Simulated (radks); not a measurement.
Question: Species: Tb2+. Configuration: [Kr] 4d10 4f9 5s1 5p6 6p1 (not the ground configuration). Method: Dirac Kohn-Sham, PBE, spin-unpolarised, spherical densities, point nucleus; open shells fill j = l - 1/2 first; computed with a radial shooting solver on a logarithmic mesh with Libxc functionals. Some entries of the table are withheld. Estimate them.

orbital,occ.,eigenvalue (hartree),<1/r> (bohr^-1)
1s1/2,2,-1904.627,73.13
2s1/2,2,-316.2000,(1)
2p1/2,2,-300.4996,17.45
2p3/2,4,-273.0600,15.35
3s1/2,2,-70.71386,6.379
3p1/2,2,-63.89284,6.293
3p3/2,4,-58.22777,5.760
3d3/2,4,-46.48962,5.640
3d5/2,6,-45.25360,5.508
4s1/2,2,-14.62347,2.662
4p1/2,2,-11.95253,(2)
4p3/2,4,-10.69404,(3)
4d3/2,4,-6.29927,2.151
4d5/2,6,-6.07218,2.106
5s1/2,1,-2.50022,1.017
5p1/2,2,-1.76604,0.9016
5p3/2,4,-1.59391,0.8403
4f5/2,6,-0.89352,1.545
4f7/2,3,-0.86395,1.524
5d3/2,0,-0.65987,0.5749
5d5/2,0,-0.64471,0.5626
6s1/2,0,-0.62287,0.3880
6p1/2,1,-0.46841,0.3275
6p3/2,0,-0.44487,0.3123
5f5/2,0,-0.19428,0.2066
5f7/2,0,-0.19391,0.2065

Answer: 
(1) 2s1/2 <1/r> (bohr^-1): 17.48
(2) 4p1/2 <1/r> (bohr^-1): 2.554
(3) 4p3/2 <1/r> (bohr^-1): 2.372
